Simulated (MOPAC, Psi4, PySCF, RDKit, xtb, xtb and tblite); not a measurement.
Two geometries of SMILES CC(CC[Si](Cl)(Cl)Cl)(C)C (C6H13Cl3Si), relaxed at GFN2-xTB with one dihedral held; other torsions can differ between them too.

Structure A

```
23

C     -1.3695     0.6333    -1.2476
C     -1.1119     0.2349     0.2069
C     -2.2017    -0.7567     0.6415
C     -1.2059     1.4602     1.1141
C      0.2297    -0.5081     0.3379
C      1.5368     0.1044    -0.1998
Si     2.0709     1.9209     0.0589
Cl     1.1452     3.2927    -1.1100
Cl     4.0338     1.9645    -0.4936
Cl     1.9762     2.5025     1.9939
H     -0.6365     1.3550    -1.5935
H     -1.3279    -0.2408    -1.8941
H     -2.3558     1.0810    -1.3444
H     -2.1903    -1.6473     0.0169
H     -3.1847    -0.2993     0.5597
H     -2.0524    -1.0612     1.6750
H     -2.2387     1.7982     1.1651
H     -0.6117     2.2854     0.7398
H     -0.8766     1.2218     2.1224
H      0.1221    -1.4770    -0.1542
H      0.3754    -0.7078     1.4040
H      1.5515    -0.0547    -1.2833
H      2.3456    -0.5157     0.1937
```

Structure B

```
23

C     -1.2917     0.7562    -1.1741
C     -1.0759     0.2362     0.2483
C     -2.2039    -0.7486     0.5891
C     -1.1493     1.3958     1.2409
C      0.2447    -0.5503     0.3539
C      1.5307     0.0367    -0.2509
Si     2.2379     1.7128     0.3301
Cl     1.4357     3.3265    -0.5994
Cl     4.2123     1.6997    -0.1726
Cl     2.1179     1.9453     2.3345
H     -0.5649     1.5227    -1.4263
H     -1.2109    -0.0550    -1.8947
H     -2.2839     1.1923    -1.2643
H     -2.2266    -1.5743    -0.1188
H     -3.1686    -0.2482     0.5560
H     -2.0657    -1.1567     1.5878
H     -2.1590     1.8005     1.2575
H     -0.4781     2.2016     0.9670
H     -0.9007     1.0617     2.2451
H      0.0925    -1.5155    -0.1354
H      0.4270    -0.7525     1.4125
H      1.4056     0.0854    -1.3356
H      2.3126    -0.7076    -0.0792
```

Q: Which is lower in energy at the level PBE0-D3(BJ)/def2-SVP // GFN2-xTB (Psi4), and by how much?

A: B is lower, by 1.72 kcal/mol (dihedral C2–C5–C6–Si7: 45° in A, 60° in B).

E(B) − E(A) in kcal/mol at the other levels, on the same two geometries: GFN2-xTB (xtb and tblite) -1.80; MMFF94 // GFN2-xTB (RDKit) -3.48; PBE0/def2-SVP // GFN2-xTB (Psi4) -1.70; PBE/def2-SVP // GFN2-xTB (Psi4) -1.63; PBE-D3(BJ)/def2-SVP // GFN2-xTB (Psi4) -1.65; UFF // GFN2-xTB (RDKit) -4.44; PM7, restricted, heats of formation // GFN2-xTB (MOPAC) -2.24; AM1, restricted, heats of formation // GFN2-xTB (MOPAC) -2.10; GFN1-xTB // GFN2-xTB (xtb) -1.17; restricted B3LYP/6-31G*, spherical d, density fitting // GFN2-xTB (PySCF) -1.84; restricted Hartree-Fock/3-21G, density fitting // GFN2-xTB (PySCF) -2.04.

MMFF94 has few fitted parameters for silicon.
